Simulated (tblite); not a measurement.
Compound: C6H11FO2Si.
Numbering: `[CH2:1]=[C:2]([O:3][SiH2:4][C@H:5]([CH3:6])[F:7])[C:8]([CH3:9])=[O:10]` (hydrogens: H11, H12 on C1; H13, H14 on Si4; H15 on C5; H16, H17, H18 on C6; H19, H20, H21 on C9)

Computed geometry: GFN2-xTB, gas phase.

(1) Give the optimised bond lengths and angles.

## Answers

(1) 
| bond | length (Å) |
| --- | --- |
| C1=C2 | 1.337 |
| C2–O3 | 1.334 |
| O3–Si4 | 1.650 |
| Si4–C5 | 1.924 |
| C5–C6 | 1.519 |
| C5–F7 | 1.398 |
| C2–C8 | 1.483 |
| C8–C9 | 1.498 |
| C8=O10 | 1.213 |
| C1–H11 | 1.072 |
| C1–H12 | 1.075 |
| Si4–H13 | 1.458 |
| Si4–H14 | 1.459 |
| C5–H15 | 1.096 |
| C6–H16, C6–H17, C6–H18 | 1.087 |
| C9–H19, C9–H20, C9–H21 | 1.087 |

Bonds in one row agree within 0.01 Å and their mean is given. A selection of angles:
| angle | degrees |
| --- | --- |
| C2–C1–H11 | 122.3 |
| C2–C1–H12 | 120.2 |
| H11–C1–H12 | 117.5 |
| C1–C2–O3 | 121.5 |
| C1–C2–C8 | 124.4 |
| O3–C2–C8 | 114.1 |
| C2–O3–Si4 | 127.3 |
| O3–Si4–C5 | 97.6 |
| O3–Si4–H13 | 113.7 |
| O3–Si4–H14 | 113.4 |
| C5–Si4–H13 | 105.7 |
| C5–Si4–H14 | 105.8 |
| H13–Si4–H14 | 117.8 |
| Si4–C5–C6 | 115.2 |
| Si4–C5–F7 | 106.6 |
| Si4–C5–H15 | 112.5 |
| C6–C5–F7 | 108.2 |
| C6–C5–H15 | 109.4 |
| F7–C5–H15 | 104.2 |
| C5–C6–H16 | 110.9 |
| C5–C6–H17 | 110.1 |
| H16–C6–H17 | 108.5 |
| H16–C6–H18 | 109.2 |
| C2–C8–C9 | 119.3 |
| C2–C8–O10 | 118.2 |
| C9–C8–O10 | 122.5 |
| C8–C9–H19 | 109.4 |
| H19–C9–H20 | 109.4 |
| H20–C9–H21 | 108.4 |

Dihedral angles: C1–C2–O3–Si4 -179° (antiperiplanar); C2–O3–Si4–C5 180° (antiperiplanar); O3–Si4–C5–C6 -64° (synclinal); C1–C2–C8–C9 -1° (synperiplanar).

Si4 and O10 aren't drawn bonded (4 bonds apart) but lie 2.42 Å from each other; Cordero's covalent radii sum to 1.77 Å. Of the pairs four or more bonds apart, those above aside, C9···H11 is among the closest relative to their van der Waals radii: 2.66 Å, 92 % of the sum of Bondi's values. Si4 (oxygen-bound silicon) is distorted tetrahedral (angles from 97.6° to 117.8°). The C–O distances run from 1.213 Å (C8=O10, drawn double) to 1.334 Å (C2–O3, drawn single), a spread of 0.121 Å. O3 (silyl ether oxygen) is bent (angle 127.3°). The C–C distances run from 1.337 Å (C1=C2, drawn double) to 1.519 Å (C5–C6, drawn single), a spread of 0.182 Å.

Point group: C1 (no symmetry element, even within 0.4 Å). Its GFN2-xTB frequencies are all real (lowest 33 cm⁻¹). The numbers are those of one conformer. 3 starts were optimised and ended at 0.00, 1.88 and 4.86 kcal/mol (GFN2-xTB); the lowest of these is shown.

On one thread, Arm Neoverse N1 (aarch64), no GPU, shared host, this took 4.3 s. That covers the optimisation of the geometry.
